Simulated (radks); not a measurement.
Results of a calculation; reference values are marked as such.
Species: Tc3+. Configuration: [Kr] 4d4. Code: a radial shooting solver on a logarithmic mesh with Libxc functionals. Model: scalar-relativistic Kohn-Sham, Wu-Cohen GGA, spin-polarised, spherical densities, finite nucleus; open shells are filled with parallel spins first (spin-orbit coupling, left out, can overturn this in heavy ions); Fermi nuclear charge, rms radius 4.4112 fm.

Normalised radial functions P(r) = r R(r), r in bohr:

r         3d down  4s down  4p down
0.00117    0.0000   0.0430   0.0007
0.001523   0.0000   0.0543   0.0012
0.001999   0.0000   0.0688   0.0019
0.002603   0.0000   0.0860   0.0030
0.003389   0.0001   0.1066   0.0049
0.004449   0.0002   0.1313   0.0079
0.005793   0.0004   0.1583   0.0126
0.007543   0.0008   0.1868   0.0201
0.009901   0.0017   0.2147   0.0322
0.01289    0.0036   0.2355   0.0502
0.01679    0.0075   0.2427   0.0768
0.02204    0.0155   0.2252   0.1160
0.02869    0.0310   0.1723   0.1674
0.03736    0.0604   0.0749   0.2306
0.04904    0.1162  -0.0708   0.3002
0.06386    0.2107  -0.2343   0.3532
0.08315    0.3635  -0.3683   0.3604
0.1091     0.5975  -0.3951   0.2792
0.1421     0.8954  -0.2427   0.0878
0.1851     1.2227   0.0832  -0.1924
0.2429     1.5003   0.4614  -0.4694
0.3163     1.6004   0.6253  -0.5642
0.4118     1.4611   0.3919  -0.3573
0.5406     1.0990  -0.2184   0.1469
0.7039     0.6681  -0.8459   0.7013
0.9166     0.3120  -1.1372   1.0339
1.203      0.1011  -0.9673   0.9896
1.567      0.0224  -0.5682   0.6778
2.04       0.0030  -0.2280   0.3341
2.677      0.0002  -0.0569   0.1104
3.486      0.0000  -0.0085   0.0237
4.54       0.0000  -0.0006   0.0028

3d down: eigenvalue -280.30 eV, 0 radial nodes, <r> = 0.399 bohr, 90 % of the charge inside 0.636 bohr. 4s down: eigenvalue -101.87 eV, 3 radial nodes at r = 0.0434, 0.174, 0.496 bohr, <r> = 1.05 bohr, 90 % of the charge inside 1.52 bohr. 4p down: eigenvalue -73.442 eV, 2 radial nodes at r = 0.155, 0.504 bohr, <r> = 1.15 bohr, 90 % of the charge inside 1.70 bohr.
